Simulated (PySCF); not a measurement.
Mo(O)(Cl)(OH)3 (ClH3MoO4), SMILES [OH][Mo]([OH])([Cl])(=[O])[OH], multiplicity 1. Atoms are numbered in the order given.

```xyz
9

Mo     0.3150     0.1262    -0.0272
O      0.6874     1.7489    -0.0024
Cl    -2.0520    -0.4905     0.0929
O      1.8932    -0.8750    -0.1066
H      2.6518    -0.6928     0.4689
O      0.0846    -0.1302     1.8204
H     -0.6771    -0.6031     2.1890
O     -0.0928    -0.1311    -1.8301
H     -0.9004    -0.5650    -2.1463
```

The structure is a stationary point at B3LYP-D3(BJ)/def2-SVP. The multiplicity is an assumed one; no other spin state was optimised. The structure was generated by enumeration; whether it is a known compound was not checked. The def2 effective core potentials stand for the cores of Mo; spin–orbit coupling is left out. The values are those of a single conformer.

Vertical ionisation energy (IE) and electron affinity (EA) in eV. Rows of orbital energies are one-electron estimates. Where ΔSCF, EOM or ADC give a negative EA the extra electron is unbound and the value depends on the basis.

| level | IE | EA |
|---|---|---|
| −ε(HOMO), −ε(LUMO), CAM-B3LYP/def2-TZVP (PySCF) | 10.00 | 2.62 |
| −ε(HOMO), −ε(LUMO), PBE/def2-TZVP (PySCF) | 7.12 | 4.29 |
